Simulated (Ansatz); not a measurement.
`F[Si]1(F)CO1` + `O[SiH](O)/C=C\[SiH2]Cl` → `F[Si]1(Cl)CO1` + `O[SiH](O)/C=C\[SiH2]F`  (redistribution)

Computed with Ansatz on PBE0-D4/def2-TZVP structures; ΔE is electronic, products minus reactants. CCSD(T)/CBS is the MP2 limit (def2-TZVPP, def2-QZVPP) plus CCSD(T) − MP2 in def2-TZVPP, frozen cores. Double bonds are as drawn, so ΔE can hold a change between cis and trans. Functionals use def2-TZVPP. B3LYP here is the variant with VWN-RPA as its local correlation; programs differ in this. One conformer a species, not always the lowest.

Q: Is it downhill or uphill in electronic energy at CCSD(T)/CBS, and by how much? (An estimate is asked.)

A: Computed: Uphill: ΔE = +1.7 kcal/mol.

Q: What do these levels give: PBE0-D4, B3LYP-D4, ωB97M-V, B2PLYP, B3LYP, SCS-MP2/def2-QZVPP? (An estimate is asked.)

A: The calculation gave: PBE0-D4 1.4, B3LYP-D4 1.1, ωB97M-V 1.2, B2PLYP 1.3, B3LYP 1.0, SCS-MP2/def2-QZVPP 1.7 kcal/mol.

Largest T1 diagnostic among the species: 0.013.
